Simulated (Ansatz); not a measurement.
F6Mo, charge -1, doublet, at a GFN2-xTB geometry (such geometries of metal compounds can be far from the true shape) (the multiplicity is a formal guess) (core potentials on Mo) (a gas-phase anion, which may not be bound at this level); B3LYP/def2-SVP run with Ansatz (an electronic-structure program).

Ansatz was given this input:
Ansatz 0.2 input:
```yaml
crystal:
  periodic: [false, false, false]
  atoms:
    - {symbol: Mo, position_ang: [-0.00000000, -0.00000000, -0.00000000]}
    - {symbol: F, position_ang: [1.14023768, -0.48120813, -1.45171224]}
    - {symbol: F, position_ang: [-1.14023768, 0.48120813, 1.45171224]}
    - {symbol: F, position_ang: [-1.11259570, 0.74936569, -1.12227778]}
    - {symbol: F, position_ang: [-0.93077908, -1.65515604, -0.18242930]}
    - {symbol: F, position_ang: [0.93077908, 1.65515604, 0.18242930]}
    - {symbol: F, position_ang: [1.11259570, -0.74936569, 1.12227778]}
basis:
  gaussian:
    orbitals: def2-SVP
hamiltonian:
  xc: b3lyp
total_charge: -1
magnetization: {spin_polarized: true, initial_magnetization: 1}
accuracy: high
```

What the program printed (banner, timings and long lists left out):

```
Functional definition: B3LYP
2492 factors; integrals over basis functions are off by at most 3.1e-9 eV
mean field evaluation 1: about -18147.1842 eV, gradient 4.1e1 eV
mean field evaluation 2: about -18083.2419 eV, gradient 1.4e2 eV
mean field evaluation 4: about -18153.3797 eV, gradient 7.7e0 eV
mean field evaluation 8: about -18153.7357 eV, gradient 5.1e-1 eV
mean field evaluation 16: about -18153.7367 eV, gradient 1.1e-4 eV
mean field evaluation 32: about -18153.7367 eV, gradient 1.1e-7 eV
mean field -18153.73668473 eV, -667.1375181190 hartree, gradient 2.6e-8 eV, S^2 0.752068; 2 other end points of the search recorded, 0 dependent functions left out
reference -18153.73672408 eV, -667.1375195653 hartree; 35, 34 occupied and 80, 81 virtual orbitals, 2492 factors
Total energy: -18153.73672408 eV, -667.1375195653 hartree
```
